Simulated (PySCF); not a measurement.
PySCF input:

```python
from pyscf import gto, scf, dft

mol = gto.M(
    atom='''
    P     0.96137432   -0.43871587    0.42963620
    P    -0.88563636    0.31940383   -0.46907882
    H     1.69503628    0.70692991    0.00998309
    H    -1.04420076    1.52255596    0.26567279
    H    -1.78690483   -0.43980534    0.31598352
    ''',
    basis='def2-tzvpd',
    charge=0,
    spin=1,
    verbose=4,
)

mf = dft.UKS(mol, xc='tpss').density_fit(auxbasis='def2-universal-jkfit')
mf.grids.level = 3
mf.conv_tol = 1e-9
mf.max_cycle = 100
mf.max_memory = 1500
mf.kernel()
if not mf.converged:
    mf = mf.newton()
    mf.kernel(mf.make_rdm1())
for _ in range(2):
    mo, _, stable, _ = mf.stability(return_status=True)
    if stable:
        break
    mf.kernel(mf.make_rdm1(mo, mf.mo_occ))
mf.analyze()
```

Question: What final total energy does it print?

Answer: -684.54361 Eh (TPSS/def2-TZVPD).

It need not be the lowest isomer of its formula.
